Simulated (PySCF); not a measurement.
trans-(1R,2R)-1-chloro-2-methylcyclopropane (C₄H₇Cl), SMILES C[C@@H]1C[C@H]1Cl.

The structure is a stationary point at B3LYP-D3(BJ)/def2-SVP.

Calculation: TDDFT-PBE/def2-SVPD (PySCF).

Vertical excitations. 

Computed excitation energies, oscillator strengths and character:
| state | energy (eV) | λ (nm) | f | main pairs |
|---|---|---|---|---|
| S1 | 6.19 | 200 | 0.004 | HOMO→LUMO 98 % |
| S2 | 6.49 | 191 | 0.006 | HOMO−1→LUMO 98 % |
| S3 | 6.64 | 187 | 0.013 | HOMO→LUMO+1 99 % |
| S4 | 7.01 | 177 | 0.011 | HOMO−1→LUMO+1 99 % |
| S5 | 7.04 | 176 | 0.010 | HOMO→LUMO+2 99 % |
| S6 | 7.28 | 170 | 0.023 | HOMO→LUMO+3 98 % |
| S7 | 7.42 | 167 | 0.011 | HOMO−1→LUMO+2 91 % |
| S8 | 7.52 | 165 | 0.022 | HOMO→LUMO+4 92 % |
| S9 | 7.62 | 163 | 0.009 | HOMO−1→LUMO+3 50 %, HOMO−2→LUMO 47 % |
| S10 | 7.69 | 161 | 0.026 | HOMO−1→LUMO+3 48 %, HOMO−2→LUMO 47 % |
| T1 | 5.65 | 220 | 0 | HOMO→LUMO 99 % |
| T2 | 6.08 | 204 | 0 | HOMO−1→LUMO 98 % |
| T3 | 6.56 | 189 | 0 | HOMO→LUMO+1 99 % |
| T4 | 6.92 | 179 | 0 | HOMO−1→LUMO+1 96 % |
Triplets are in the Tamm–Dancoff approximation, which puts them higher than full response would, so one can lie above its singlet here.
